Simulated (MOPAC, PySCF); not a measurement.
C10H9BO, SMILES `Bc1cccc2cc(O)cc-2c1`, neutral singlet in the gas phase. 

Z-matrix (Å, degrees):
```
C
C 1 1.3878
H 2 1.0956 1 114.62
C 1 1.4054 2 125.45 3 0.00
H 4 1.0907 1 125.50 2 0.00
C 4 1.4065 5 126.42 1 -179.99
O 6 1.3364 4 127.31 5 0.00
H 7 0.9635 6 109.45 4 0.00
C 6 1.4083 7 122.63 8 -180.00
H 9 1.0887 6 125.41 7 -0.01
C 9 1.3994 10 126.64 6 180.00
C 11 1.3920 9 125.81 10 0.00
H 12 1.0955 11 115.14 9 0.00
C 12 1.3968 13 115.88 11 -179.98
C 14 1.3923 12 129.05 13 179.98
H 14 1.0940 15 115.57 2 -180.00
H 15 1.0948 14 114.67 16 0.00
C 2 1.4140 3 114.82 1 179.98
B 18 1.5392 2 117.26 3 -0.03
H 19 1.2105 18 120.36 2 -179.97
H 19 1.2108 20 119.30 17 179.94
```
Charge 0, multiplicity 1.

All levels are single points at this geometry (PBE0-D3(BJ)/def2-SVP); Pople sets use spherical d functions. Orbital energies aren't observables, and empty levels follow the basis.

SVWN5/6-31G* in PySCF gives gap (eV) = 2.28.

Estimate the gap (eV) from each of these levels: PBE-D3(BJ)/def2-TZVP in PySCF; ωB97X-D3(BJ)/def2-TZVP in PySCF; B3LYP/3-21G in PySCF; BP86/6-31G* in PySCF; M06-2X/6-31G* in PySCF; PBE/6-31G* in PySCF; HF/3-21G in PySCF; PM7 in MOPAC.


| level | gap (eV) |
|---|---|
| PBE-D3(BJ)/def2-TZVP in PySCF | 2.29 |
| ωB97X-D3(BJ)/def2-TZVP in PySCF | 7.37 |
| B3LYP/3-21G in PySCF | 3.50 |
| BP86/6-31G* in PySCF | 2.31 |
| M06-2X/6-31G* in PySCF | 5.37 |
| PBE/6-31G* in PySCF | 2.31 |
| HF/3-21G in PySCF | 8.41 |
| PM7 in MOPAC | 6.79 |
